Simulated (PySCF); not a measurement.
## Highest orbital energy against ionisation energy along the third row

Calculated with PySCF 2.14, no spin-orbit coupling. Each cell gives −ε(HOMO) / ΔSCF in eV; NIST values include spin-orbit coupling, (s) semi-empirical, (t) theoretical.

```csv
species,UHF,LDA,PBE,PBE0,r2SCAN,NIST (lowest levels)
"Al²⁺ (aug-cc-pV(T+d)Z, non-relativistic)",28.059 / 28.039,24.535 / 28.806,24.429 / 28.811,25.448 / 28.677,24.629 / 28.376,28.448
"Si²⁺ (aug-cc-pV(T+d)Z, non-relativistic)",32.162 / 31.959,28.595 / 33.520,28.469 / 33.381,29.625 / 33.245,28.645 / 32.867,33.493
"P²⁺ (aug-cc-pV(T+d)Z, non-relativistic)",29.974 / 29.580,24.802 / 30.203,24.953 / 30.238,26.368 / 30.259,25.403 / 30.369,30.203
"S²⁺ (aug-cc-pV(T+d)Z, non-relativistic)",34.721 / 34.156,28.857 / 34.876,28.956 / 34.834,30.581 / 34.876,29.484 / 35.030,34.86 ± 0.04 (s)
"Cl²⁺ (aug-cc-pV(T+d)Z, non-relativistic)",39.694 / 38.963,33.036 / 39.667,33.103 / 39.584,34.960 / 39.667,33.766 / 39.832,39.8 ± 0.11 (s)
"Ar²⁺ (aug-cc-pV(T+d)Z, non-relativistic)",40.436 / 39.400,34.095 / 40.840,34.164 / 40.730,36.019 / 40.731,34.601 / 40.700,40.735 ± 0.012 (s)
```

Q: How far is −ε(HOMO) from ΔSCF on average for each method, and why?

A: UHF 0.49 eV; LDA -5.67 eV; PBE -5.58 eV; PBE0 -4.08 eV; r2SCAN -5.11 eV. Hartree-Fock orbital energies lack relaxation and so exceed the ΔSCF value; semilocal functionals have convex E(N) from self-interaction, so their HOMO lies far too high; exact exchange moves hybrids part of the way back.
